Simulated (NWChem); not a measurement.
# Ionisation of H2O3P

```
P
O 1 1.4875
O 1 1.6228 2 115.14
H 3 0.9675 1 111.70 2 -149.98
O 1 1.6419 2 116.59 3 -114.56
H 5 0.9672 1 111.60 2 -42.72
```
Charge 0, spin multiplicity 2.

Program: NWChem. All single points use one geometry, from UPBE0/def2-SVP, a minimum by its harmonic frequencies. It is one conformer; others weren't searched.

Basis set: def2-SVPD. −ε marks an orbital energy of the parent.

B3LYP has NWChem's definition, with VWN1-RPA local correlation. The structure started from a generated list of species. No SCF solution was tested for a lower state. Open-shell Hartree-Fock references start from PBE0 orbitals.

Q: For the first vertical ionisation energy, −ε(alpha HOMO) of BLYP gives 5.76 eV and −ε(alpha HOMO) of B3LYP gives 7.09 eV. What do −ε(alpha HOMO) of PBE, −ε(alpha HOMO) of BP86, −ε(alpha HOMO) of HF give?

A: −ε(alpha HOMO) of PBE: 5.88 eV; −ε(alpha HOMO) of BP86: 5.95 eV; −ε(alpha HOMO) of HF: 11.31 eV.
